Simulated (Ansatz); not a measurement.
Reactions of `[NH2][GeH2][Cl]`.

Isolated molecules relaxed with PBE0-D4/def2-TZVP in Ansatz; ΔE leaves out vibrations. CCSD(T)/CBS adds triple-zeta CCSD(T) − MP2 to the extrapolated MP2 energy (def2 sets, frozen cores). This one scheme is used for every species, atoms too. No spin–orbit coupling; open shells (•) take unrestricted orbitals. For Ge outer-core shells are correlated without core-valence functions, so the limit isn't a true one: a few kJ/mol of doubt a bond, and 10 to 20 or more in all where bonds break to atoms. Scalar relativity is left out up to krypton. Each species was taken in one conformer, which may not be the lowest.

(1) Order these by ΔE at CCSD(T)/CBS, lowest first. (Best estimate.)
A. `[NH2][GeH2][Cl]` + `N[SiH](O)Cl` → `[NH2][GeH2][O][SiH](N)Cl` + HCl
B. `[NH2][GeH2][Cl]` → `[NH2][GeH][Cl]`• + H•
C. `[NH2][GeH2][Cl]` + `N[SiH](O)[Si](N)(O)O` → `[NH2][GeH2][Si](N)(O)O` + `N[SiH](O)Cl`

Largest T1 diagnostic: 0.014, for `[NH2][GeH][Cl]`•.

Answers

(1) C (-41.6 kJ/mol), A (+24.3 kJ/mol), B (+376.7 kJ/mol).
